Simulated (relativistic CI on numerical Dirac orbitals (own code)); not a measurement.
# Ligand-field terms of d4

Computed with a parametric ligand-field model of a d^n configuration (Racah B and C, spin-orbit zeta, crystal field), exact diagonalisation.

Field parameters in Wybourne normalisation: D3d B²₀ = −7Dσ, B⁴₀ = −14Dq − 21Dτ, B⁴₃ = −14√(10/7) Dq; D4h B²₀ = −7Ds, B⁴₀ = 21(Dq − Dt), B⁴₄ = 21√(5/14) Dq; Td as Oh with Dq negative (B⁴₀ = 21Dq, B⁴₄ = √(5/14) B⁴₀). The field is a parameter set, without covalency.

(1) Ground term and bands for B = 990, C = 4560, ζ = 0 cm⁻¹, Td, 10Dq = -9850 cm⁻¹?

(2) Ground term and bands for B = 870, C = 3370, ζ = 0 cm⁻¹, D4h, 10Dq = 28000, Ds = -1500, Dt = 180 cm⁻¹?

(3) Ground term and bands for B = 860, C = 3300, ζ = 0 cm⁻¹, D4h, 10Dq = 15100, Ds = 3000, Dt = 40 cm⁻¹?

(4) Ground term and bands for B = 510, C = 2470, ζ = 0 cm⁻¹, D3d, 10Dq = 9450, Dσ = -850, Dτ = 30 cm⁻¹?

(5) Ground term and bands for B = 1010, C = 4480, ζ = 0 cm⁻¹, Td, 10Dq = -5900 cm⁻¹?

## Answers

(1) Ground term 5T2 with 2.00 electrons in the two orbitals of the cubic e set. Spin-allowed: 5E 9850 cm⁻¹ (1015 nm). Lowest spin-forbidden: 3T1 15232 cm⁻¹ (657 nm), 1A1 17510 cm⁻¹ (571 nm), 3T2 18991 cm⁻¹ (527 nm).

(2) Ground term 3A2 with 0.02 electrons in the two orbitals of the cubic e set. Spin-allowed: 3E 5189 cm⁻¹ (1927 nm), 3A1 25331 cm⁻¹ (395 nm), 3E 25609 cm⁻¹ (390 nm), 3B2 27645 cm⁻¹ (362 nm). Lowest spin-forbidden: 5A1 7005 cm⁻¹ (1428 nm), 1B2 10098 cm⁻¹ (990 nm), 1B1 11289 cm⁻¹ (886 nm).

(3) Ground term 5B1 with 1.00 electrons in the two orbitals of the cubic e set. Spin-allowed: 5A1 12200 cm⁻¹ (820 nm), 5B2 15100 cm⁻¹ (662 nm), 5E 23900 cm⁻¹ (418 nm). Lowest spin-forbidden: 3E 8306 cm⁻¹ (1204 nm), 1A1 13579 cm⁻¹ (736 nm), 3A2 15735 cm⁻¹ (636 nm).

(4) Ground term 5E with 1.01 electrons in the two orbitals of the cubic e set. Spin-allowed: 5A1 8154 cm⁻¹ (1226 nm), 5E 10658 cm⁻¹ (938 nm). Lowest spin-forbidden: 3E 4002 cm⁻¹ (2499 nm), 3A2 5784 cm⁻¹ (1729 nm), 1A1 10288 cm⁻¹ (972 nm).

(5) Ground term 5T2 with 2.00 electrons in the two orbitals of the cubic e set. Spin-allowed: 5E 5900 cm⁻¹ (1695 nm). Lowest spin-forbidden: 3T1 18392 cm⁻¹ (544 nm), 3T2 20876 cm⁻¹ (479 nm), 3T1 23065 cm⁻¹ (434 nm).
